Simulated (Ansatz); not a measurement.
Frontier orbitals of `C[SiH2][SbH][SH]`.

Total charge 0; spin multiplicity 1. Correlated methods include outer-core shells of Sb, which these sets cover unevenly. Sb: def2 effective core potential. All single points use the PBE0-D4/def2-TZVP geometry. It is one conformer, not always the lowest. Basis def2-TZVPP, Ansatz.

```
 functional  HOMO (eV)  LUMO (eV)  gap (eV)
LDA (SPW92)      -5.95      -2.23      3.72
        PBE      -5.84      -2.01      3.83
       PBE0      -6.94      -1.24      5.70
      B3LYP      -6.71      -1.45      5.26
      BHLYP      -7.85      -0.41      7.44
    LC-ωPBE      -9.42       0.81     10.23
    ωB97M-V      -8.94       0.51      9.45
```

A quarter of exact exchange (PBE0) shifts PBE's HOMO by −1.10 eV and its LUMO by +0.77 eV; full exchange at long range (ωB97M-V) shifts them by −3.11 and +2.52 eV. The gap opens from 3.82 to 9.45 eV, since occupied levels lose self-interaction and empty ones feel all the electrons. A positive LUMO is unbound and depends on the basis.

B3LYP here is the variant with VWN-RPA as its local correlation; programs differ in this. LC-ωPBE has ω = 0.4 bohr⁻¹.
